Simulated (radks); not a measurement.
Species: Co III. Configuration: [Ne] 3s2 3p(1/2: 1, 3/2: 4) 3d(3/2: 4, 5/2: 4) (not the ground configuration). Method: Dirac Kohn-Sham, PBE, spin-unpolarised, spherical densities, finite nucleus; Fermi nuclear charge, rms radius 3.7875 fm; computed with a radial shooting solver on a logarithmic mesh with Libxc functionals.

X-ray form factor f0, the Fourier transform of the density (f0(0) = 25):

sin(theta)/lambda (1/angstrom)  f0 (electrons)
0.05                                    24.703
0.1                                     23.858
0.15                                    22.590
0.2                                     21.054
0.25                                    19.397
0.3                                     17.735
0.4                                     14.683
0.5                                     12.203
0.6                                     10.327
0.8                                      7.995
1                                        6.756
1.25                                     5.754
1.5                                      4.896
2                                        3.387
